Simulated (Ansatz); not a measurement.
Species: thienyl-bridged tricyanofuran chromophore `CN(C)c1ccc(/C=C/c2ccc(/C=C/C3=C(C#N)C(=C(C#N)C#N)OC3(C)C)s2)cc1` (charge 0, multiplicity 1).

### Question
Give a relaxed geometry from PBE0-D3(BJ)/def2-SVP (Ansatz, a first-principles code).

### Answer
This is not unique; one that fits is the end point of this relaxation, one of several conformers (outside a Z-matrix the atoms follow the SMILES, hydrogens last).
Bonds (Å): C1–N2 1.441, C1–H33 1.105, C1–H34 1.097, C1–H35 1.105, N2–C3 1.441, N2–C4 1.367, C3–H36 1.097, C3–H37 1.105, C3–H38 1.105, C4–C5 1.419, C4–C32 1.415, C5–C6 1.381, C5–H39 1.089, C6–C7 1.409, C6–H40 1.092, C7–C8 1.445, C7–C31 1.407, C8–C9 1.358, C8–H41 1.095, C9–C10 1.436, C9–H42 1.094, C10–C11 1.398, C10–S30 1.727, C11–C12 1.396, C11–H43 1.090, C12–C13 1.396, C12–H44 1.091, C13–C14 1.423, C13–S30 1.738, C14–C15 1.368, C14–H45 1.093, C15–C16 1.418, C15–H46 1.094, C16–C17 1.382, C16–C27 1.515, C17–C18 1.417, C17–C20 1.443, C18–N19 1.160, C20–C21 1.378, C20–O26 1.328, C21–C22 1.423, C21–C24 1.425, C22–N23 1.161, C24–N25 1.161, O26–C27 1.445, C27–C28 1.523, C27–C29 1.523, C28–H47 1.099, C28–H48 1.098, C28–H49 1.099, C29–H50 1.098, C29–H51 1.099, C29–H52 1.099, C31–C32 1.383, C31–H53 1.094, C32–H54 1.089. Bond angles (°): N2–C1–H33 112.1, N2–C1–H34 109.4, N2–C1–H35 112.0, H33–C1–H34 107.8, H33–C1–H35 107.8, H34–C1–H35 107.7, C1–N2–C3 119.9, C1–N2–C4 120.0, C3–N2–C4 120.1, N2–C3–H36 109.3, N2–C3–H37 112.0, N2–C3–H38 112.1, H36–C3–H37 107.7, H36–C3–H38 107.7, H37–C3–H38 107.8, N2–C4–C5 121.3, N2–C4–C32 121.5, C5–C4–C32 117.1, C4–C5–C6 121.2, C4–C5–H39 120.2, C6–C5–H39 118.6, C5–C6–C7 121.9, C5–C6–H40 118.2, C7–C6–H40 119.9, C6–C7–C8 123.9, C6–C7–C31 116.6, C8–C7–C31 119.5, C7–C8–C9 127.5, C7–C8–H41 114.7, C9–C8–H41 117.9, C8–C9–C10 124.4, C8–C9–H42 119.5, C10–C9–H42 116.1, C9–C10–C11 130.1, C9–C10–S30 119.8, C11–C10–S30 110.1, C10–C11–C12 113.6, C10–C11–H43 122.8, C12–C11–H43 123.6, C11–C12–C13 113.6, C11–C12–H44 123.6, C13–C12–H44 122.8, C12–C13–C14 130.0, C12–C13–S30 109.8, C14–C13–S30 120.2, C13–C14–C15 125.4, C13–C14–H45 115.6, C15–C14–H45 119.0, C14–C15–C16 126.1, C14–C15–H46 118.9, C16–C15–H46 115.0, C15–C16–C17 124.8, C15–C16–C27 127.8, C17–C16–C27 107.5, C16–C17–C18 123.7, C16–C17–C20 108.4, C18–C17–C20 127.9, C17–C18–N19 174.7, C17–C20–C21 130.8, C17–C20–O26 109.4 (the first ones only).
